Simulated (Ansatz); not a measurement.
CuCl, singlet: energies of several shapes or isomers

Program: Ansatz, Gaussian basis, development build. Basis cc-pVTZ on Cu, cc-pV(T+d)Z on Cl, nonrelativistic, 10 orbitals frozen in the corrections; active space CAS(2,4), shells under the valence barred from it. Restricted Hartree–Fock, then the lowest state-specific CASSCF solution met for each case. Coupled cluster stands on the determinant that it favours, not always the lowest RHF. On stretched bonds single-reference methods can fail or change state. Solutions in different active orbitals can move differences by tenths of an eV and at times more than 1 eV.

Case A: bond length 2.0510 Å.

Case B: bond length 2.2561 Å.

Energy less that of case A, in eV:

| case | RHF/ROHF | CASSCF | CCSD(T) |
| --- | --- | --- | --- |
| B | -0.063 | -0.063 | +0.148 |

Problem. Give the SC-NEVPT2 energies against case A.

Solution. B: +0.230 eV (5.3 kcal/mol).

Problem. Which case is lowest, and do the methods agree?

Solution. A is lowest in SC-NEVPT2. RHF/ROHF puts B lowest. CASSCF puts B lowest.
